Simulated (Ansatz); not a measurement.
sodium chloride (ClNa), singlet, at a GFN2-xTB geometry (such geometries of metal compounds can be far from the true shape); B3LYP/def2-SVP in Ansatz (a first-principles code).

Ansatz was given this input:
Ansatz 0.2 input:
```yaml
crystal:
  periodic: [false, false, false]
  atoms:
    - {symbol: Na, position_ang: [-0.00000000, -0.00000000, -1.36328114]}
    - {symbol: Cl, position_ang: [0.00000000, 0.00000000, 0.88212309]}
basis:
  gaussian:
    orbitals: def2-SVP
hamiltonian:
  xc: b3lyp
accuracy: high
```

**Question.** Predict the main parts of the log of this Ansatz run.

**Answer.** 
```
Functional definition: B3LYP
527 factors; integrals over basis functions are off by at most 3.9e-9 eV
mean field evaluation 1: about -16934.4738 eV, gradient 2.1e1 eV
mean field evaluation 2: about -16932.7547 eV, gradient 3.2e1 eV
mean field evaluation 4: about -16935.8321 eV, gradient 6.2e-1 eV
mean field evaluation 8: about -16935.8377 eV, gradient 6.1e-4 eV
mean field evaluation 16: about -16935.8377 eV, gradient 9.1e-9 eV
mean field -16935.83766715 eV, -622.3805547449 hartree, gradient 9.1e-9 eV, S^2 0.000000; 0 other end points of the search recorded, 0 dependent functions left out
reference -16935.83769717 eV, -622.3805558478 hartree; 14, 14 occupied and 19, 19 virtual orbitals, 527 factors
Total energy: -16935.83769717 eV, -622.3805558478 hartree
```
